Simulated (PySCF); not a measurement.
**Se(22+): ionisation energy**

Se(22+) [Ne] 3s2 (1S) → Se(23+) [Ne] 3s1 (2S), as a difference of total energies. Calculation: PySCF 2.14, in an even-tempered Gaussian basis (18 s from 2.5 bohr⁻², ratio 2.5; 11 p from 3.2 bohr⁻², ratio 2.5; 5 d from 12 bohr⁻², ratio 2.7; 4 f from 19 bohr⁻², ratio 2.7); the spin-free X2C one-electron Hamiltonian (Gaussian nucleus). Correlated levels: outer shells: 1s2 frozen; virtual orbitals above 40 to 60 times the deepest correlated orbital energy dropped. The calculations carry no spin-orbit coupling.

```
                method  ionisation energy (eV)
                   UHF                  984.75
    MP2 (outer shells)                  987.52
SCS-MP2 (outer shells)                  987.83
   CCSD (outer shells)                  988.18
CCSD(T) (outer shells)                  988.22
```

How much does correlation contribute at CCSD(T) (outer shells)?

988.22 − (984.75) = 3.47 eV, measured against UHF.

Breit and QED terms and the two-electron picture change are absent.

For comparison: 989.6 ± 1.3 eV (semi-empirical (NIST evaluation); NIST Atomic Spectra Database, ionization energies).
